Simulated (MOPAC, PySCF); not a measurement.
C2H5NO, SMILES `CNC=O` (C–N–C–O torsion 0°), neutral singlet in the gas phase. 

Cartesian coordinates (Å):
SMILES: CNC=O
```xyz
9

C     -1.1226    -0.0035     0.0556
N      0.2490    -0.4538     0.1916
C      1.3167     0.2879    -0.1926
O      1.2657     1.3941    -0.6868
H     -1.6933    -0.6722    -0.5918
H     -1.1026     0.9878    -0.3901
H     -1.6153     0.0546     1.0282
H      0.4306    -1.3598     0.5895
H      2.2717    -0.2351    -0.0036
```
Charge 0, spin multiplicity 1.

All levels are single points at this geometry (B3LYP-D3(BJ)/def2-TZVP); Pople sets use spherical d functions. Orbital energies aren't observables, and empty levels follow the basis.

BP86/6-31G* in PySCF gives gap (eV) = 5.55.

Estimate the gap (eV) from each of these levels: B3LYP-D3(BJ)/def2-TZVP in PySCF; PBE-D3(BJ)/def2-TZVP in PySCF; B3LYP/3-21G in PySCF; B3LYP/6-311+G** in PySCF; PBE/6-31G* in PySCF; SVWN5/6-31G* in PySCF; HF/3-21G in PySCF; AM1 in MOPAC.


| level | gap (eV) |
|---|---|
| B3LYP-D3(BJ)/def2-TZVP in PySCF | 7.63 |
| PBE-D3(BJ)/def2-TZVP in PySCF | 5.42 |
| B3LYP/3-21G in PySCF | 7.81 |
| B3LYP/6-311+G** in PySCF | 7.07 |
| PBE/6-31G* in PySCF | 5.52 |
| SVWN5/6-31G* in PySCF | 5.44 |
| HF/3-21G in PySCF | 16.12 |
| AM1 in MOPAC | 11.86 |
